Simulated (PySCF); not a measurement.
Cl$_{2}$CrO$_{2}$, charge +1, doublet, geometry from GFN2-xTB (such geometries of metal compounds can be far from the true shape) (the multiplicity is a formal guess); M062X/6-31G in PySCF.

The PySCF input:
```python
from pyscf import gto, scf, dft, solvent

mol = gto.Mole()
mol.atom = '''
    Cr    0.348078   -0.064223    0.117397
    O     1.437127   -0.601888   -0.853679
    O     0.758832    0.196721    1.594317
    Cl   -0.342683    1.698849   -0.649166
    Cl   -1.182114   -1.417515    0.134893
'''
mol.basis = '6-31g'
mol.charge = 1
mol.spin = 1
mol.verbose = 4
mol.build()

mf = dft.UKS(mol)
mf.xc = 'm062x'
mf.kernel()
```

Problem. What does PySCF print? Leave out banner, timings and long lists.

Solution. 
```
PySCF version 2.14.0

[INPUT] verbose = 4
[INPUT] num. atoms = 5
[INPUT] num. electrons = 73
[INPUT] charge = 1
[INPUT] spin (= nelec alpha-beta = 2S) = 1
[INPUT] symmetry False subgroup None
[INPUT] Mole.unit = angstrom
[INPUT] Symbol           X                Y                Z      unit          X                Y                Z       unit  Magmom
[INPUT]  1 Cr     0.348078000000  -0.064223000000   0.117397000000 AA    0.657772089986  -0.121363880898   0.221848177846 Bohr   0.0
[INPUT]  2 O      1.437127000000  -0.601888000000  -0.853679000000 AA    2.715776436218  -1.137403477662  -1.613219508293 Bohr   0.0
[INPUT]  3 O      0.758832000000   0.196721000000   1.594317000000 AA    1.433984654556   0.371748812951   3.012822485738 Bohr   0.0
[INPUT]  4 Cl    -0.342683000000   1.698849000000  -0.649166000000 AA   -0.647577017544   3.210359336991  -1.226745949379 Bohr   0.0
[INPUT]  5 Cl    -1.182114000000  -1.417515000000   0.134893000000 AA   -2.233871708014  -2.678715127463   0.254910826121 Bohr   0.0

nuclear repulsion = 499.539156974671
number of shells = 35
number of NR pGTOs = 226
number of NR cGTOs = 71
basis = 6-31g
ecp = {}

******** <class 'pyscf.dft.uks.UKS'> ********
method = UKS
initial guess = minao
damping factor = 0
level_shift factor = 0
DIIS = <class 'pyscf.scf.diis.CDIIS'>
diis_start_cycle = 1
diis_space = 8
diis_damp = 0
SCF conv_tol = 1e-09
SCF conv_tol_grad = None
SCF max_cycles = 50
direct_scf = True
direct_scf_tol = 1e-13
number electrons alpha = 37  beta = 36
XC library pyscf.dft.libxc version 7.1.2
    S. Lehtola, C. Steigemann, M. J. T. Oliveira, and M. A. L. Marques,  SoftwareX 7, 1–5 (2018)
XC functionals = m062x
    Y. Zhao and D. G. Truhlar,  Theor. Chem. Acc. 120, 215 (2008)
    Y. Zhao and D. G. Truhlar,  Theor. Chem. Acc. 120, 215 (2008)
radial grids:
    Treutler-Ahlrichs [JCP 102, 346 (1995); DOI:10.1063/1.469408] (M4) radial grids

becke partition: Becke, JCP 88, 2547 (1988); DOI:10.1063/1.454033
pruning grids: <function nwchem_prune>
grids dens level: 3
symmetrized grids: False
atomic radii adjust function: <function treutler_atomic_radii_adjust>
small_rho_cutoff = 0
Set gradient conv threshold to 3.16228e-05
tot grids = 86832
init E= -2115.27253665628

cycle= 1 E= -2113.90812075292  delta_E= 1.36  |g|= 1.15  |ddm|= 2.19
cycle= 2 E= -2100.21772550585  delta_E= 13.7  |g|= 5.61  |ddm|= 3.29
cycle= 3 E= -2114.26093339915  delta_E=  -14  |g|= 0.819  |ddm|= 2.71
cycle= 4 E= -2114.36650639261  delta_E= -0.106  |g|= 0.537  |ddm|= 0.397
cycle= 5 E= -2114.40727862995  delta_E= -0.0408  |g|= 0.442  |ddm|= 0.228
cycle= 6 E= -2114.45316428529  delta_E= -0.0459  |g|= 0.217  |ddm|= 0.104
cycle= 7 E= -2114.46866234188  delta_E= -0.0155  |g|= 0.0204  |ddm|= 0.111
cycle= 8 E= -2114.46906409033  delta_E= -0.000402  |g|= 0.0178  |ddm|= 0.0239
cycle= 9 E= -2114.46925734222  delta_E= -0.000193  |g|= 0.0135  |ddm|= 0.0101
cycle= 10 E= -2114.46960953477  delta_E= -0.000352  |g|= 0.0106  |ddm|= 0.0187
cycle= 11 E= -2114.47024724797  delta_E= -0.000638  |g|= 0.0103  |ddm|= 0.0357
cycle= 12 E= -2114.47021923737  delta_E= 2.8e-05  |g|= 0.0104  |ddm|= 0.00171
cycle= 13 E= -2114.46629054808  delta_E= 0.00393  |g|= 0.0246  |ddm|= 0.243
cycle= 14 E= -2114.46565829528  delta_E= 0.000632  |g|= 0.00771  |ddm|= 0.0752
cycle= 15 E= -2114.4624611797  delta_E= 0.0032  |g|= 0.0551  |ddm|= 0.262
cycle= 16 E= -2114.45944314562  delta_E= 0.00302  |g|= 0.0957  |ddm|= 0.108
cycle= 17 E= -2114.45960350107  delta_E= -0.00016  |g|= 0.0942  |ddm|= 0.0108
cycle= 18 E= -2114.45983427914  delta_E= -0.000231  |g|= 0.0882  |ddm|= 0.0163
cycle= 19 E= -2114.46105064322  delta_E= -0.00122  |g|= 0.0718  |ddm|= 0.0366
cycle= 20 E= -2114.459535972  delta_E= 0.00151  |g|= 0.0875  |ddm|= 0.0612
cycle= 21 E= -2114.4637738488  delta_E= -0.00424  |g|= 0.0204  |ddm|= 0.194
cycle= 22 E= -2114.4639272058  delta_E= -0.000153  |g|= 0.018  |ddm|= 0.0165
cycle= 23 E= -2114.46464350231  delta_E= -0.000716  |g|= 0.012  |ddm|= 0.0824
cycle= 24 E= -2114.46328837046  delta_E= 0.00136  |g|= 0.0217  |ddm|= 0.155
cycle= 25 E= -2114.46462918243  delta_E= -0.00134  |g|= 0.0216  |ddm|= 0.166
cycle= 26 E= -2114.46395938665  delta_E= 0.00067  |g|= 0.0221  |ddm|= 0.0816
cycle= 27 E= -2114.4630508243  delta_E= 0.000909  |g|= 0.0295  |ddm|= 0.0972
cycle= 28 E= -2114.46318062131  delta_E= -0.00013  |g|= 0.0288  |ddm|= 0.0139
cycle= 29 E= -2114.46400161524  delta_E= -0.000821  |g|= 0.0297  |ddm|= 0.106
cycle= 30 E= -2114.464722075  delta_E= -0.00072  |g|= 0.0313  |ddm|= 0.0895
cycle= 31 E= -2114.46493094997  delta_E= -0.000209  |g|= 0.0359  |ddm|= 0.0332
cycle= 32 E= -2114.46525782861  delta_E= -0.000327  |g|= 0.0472  |ddm|= 0.0654
cycle= 33 E= -2114.46511239966  delta_E= 0.000145  |g|= 0.0841  |ddm|= 0.117
cycle= 34 E= -2114.46293121679  delta_E= 0.00218  |g|= 0.143  |ddm|= 0.153
cycle= 35 E= -2114.46493269537  delta_E= -0.002  |g|= 0.089  |ddm|= 0.14
cycle= 36 E= -2114.46437386278  delta_E= 0.000559  |g|= 0.0306  |ddm|= 0.268
cycle= 37 E= -2114.46287615064  delta_E= 0.0015  |g|= 0.0178  |ddm|= 0.209
cycle= 38 E= -2114.46459434615  delta_E= -0.00172  |g|= 0.0275  |ddm|= 0.228
cycle= 39 E= -2114.46454033266  delta_E= 5.4e-05  |g|= 0.105  |ddm|= 0.292
cycle= 40 E= -2114.4653195683  delta_E= -0.000779  |g|= 0.0691  |ddm|= 0.0917
cycle= 41 E= -2114.46463682725  delta_E= 0.000683  |g|= 0.108  |ddm|= 0.112
cycle= 42 E= -2114.46436157119  delta_E= 0.000275  |g|= 0.114  |ddm|= 0.015
cycle= 43 E= -2114.46445329093  delta_E= -9.17e-05  |g|= 0.107  |ddm|= 0.0301
cycle= 44 E= -2114.46445870959  delta_E= -5.42e-06  |g|= 0.0844  |ddm|= 0.102
cycle= 45 E= -2114.46336557383  delta_E= 0.00109  |g|= 0.0299  |ddm|= 0.342
cycle= 46 E= -2114.46167665468  delta_E= 0.00169  |g|= 0.0329  |ddm|= 0.171
cycle= 47 E= -2114.4635737446  delta_E= -0.0019  |g|= 0.139  |ddm|= 0.714
cycle= 48 E= -2114.46274007028  delta_E= 0.000834  |g|= 0.15  |ddm|= 0.0225
cycle= 49 E= -2114.46565489568  delta_E= -0.00291  |g|= 0.0828  |ddm|= 0.147
cycle= 50 E= -2114.46553140735  delta_E= 0.000123  |g|= 0.0354  |ddm|= 0.158
SCF not converged.
SCF energy = -2114.46553140735 after 50 cycles  <S^2> = 0.8464149  2S+1 = 2.0941966
```

Convergence was not reached.
